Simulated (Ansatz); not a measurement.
Calculated with Ansatz (gas phase, PBE0-D4/def2-TZVP geometries, no zero-point term in ΔE). CCSD(T)/CBS is the MP2 limit (def2-TZVPP, def2-QZVPP) plus CCSD(T) − MP2 in def2-TZVPP, frozen cores. Elements past krypton have def2 core potentials. For Sb, Sn outer-core shells are correlated without core-valence functions, which leaves a few kJ/mol of doubt a bond. Each species was taken in one conformer, which may not be the lowest.

`[CH3][Sb]([NH2])[OH]` + `[OH][SnH]([OH])[OH]` → `C[O][SnH]([OH])[OH]` + `[NH2][SbH][OH]`  (substitution at a C–Sb bond)

`[CH3][Sb]([NH2])[OH]`:

Cartesian coordinates in Å:
```
C -1.385 -0.509 -0.276
Sb 0.397 -0.528 0.902
N 1.670 -0.042 -0.579
O -0.020 1.310 1.483
H -1.416 0.441 -0.813
H -1.383 -1.341 -0.981
H -2.259 -0.582 0.371
H 1.286 0.252 -1.466
H 2.459 -0.655 -0.716
H 0.651 1.655 2.076
```

`[OH][SnH]([OH])[OH]`:

Cartesian coordinates in Å:
```
O 1.361 0.644 1.017
Sn -0.066 0.487 -0.308
O -1.692 0.014 0.666
O 0.377 -1.046 -1.434
H 1.065 0.391 1.895
H -0.253 1.905 -1.207
H -1.958 -0.894 0.498
H 1.166 -1.501 -1.126
```

`C[O][SnH]([OH])[OH]`:

Z-matrix (Å, degrees):
```
C
O 1 1.410
H 1 1.093 2 108.0
H 1 1.098 2 112.3 3 118.8
H 1 1.097 2 112.3 3 -119.1
Sn 2 1.952 1 120.6 3 175.5
O 6 1.948 2 110.0 1 -42.0
O 6 1.958 2 107.7 1 69.1
H 6 1.690 2 108.0 1 -164.8
H 7 0.961 6 111.5 2 100.1
H 8 0.960 6 113.3 2 29.4
```

`[NH2][SbH][OH]`:

Z-matrix (Å, degrees):
```
N
Sb 1 2.009
H 1 1.008 2 119.1
H 1 1.008 2 116.3 3 -137.1
O 2 1.970 1 97.6 3 -79.8
H 2 1.715 1 96.2 3 9.6
H 5 0.961 2 111.0 1 -87.2
```

```
          level  ΔE (eV)
  HF/def2-TZVPP     0.84
 MP2/def2-TZVPP     1.11
CCSD/def2-TZVPP     0.98
  HF/def2-QZVPP     0.84
```

Task: What does CCSD(T)/CBS give? (An estimate is asked.)

Result: Ansatz gave: +1.07 eV. The listed levels differ from it by -0.23, 0.04, -0.09, -0.23 eV.

Task: What do rigid-rotor, harmonic-oscillator terms from PBE0-D4/def2-TZVP frequencies (298.15 K, 1 bar) make of the CCSD(T)/CBS value? (An estimate is asked.)

Result: The calculation gave: ΔZPE = -0.02 eV, ΔH = +1.04 eV, ΔS = 9 J/(mol·K), ΔG = +1.01 eV.

Largest T1 diagnostic among the species: 0.014.

In def2-TZVPP, CCSD(T) changes the Hartree–Fock value by +0.16 eV (the triples alone add +0.02 eV) and MP2 by +0.27 eV. Leaving LDA and LC-ωPBE aside and taking each functional with its dispersion term where it has one, the values, not all of them listed here, spread over 0.11 eV, from B97M-V to PBE-QIDH. At CCSD(T), def2-SVP lies −0.36 eV from the extrapolated value and def2-TZVPP −0.07 eV.
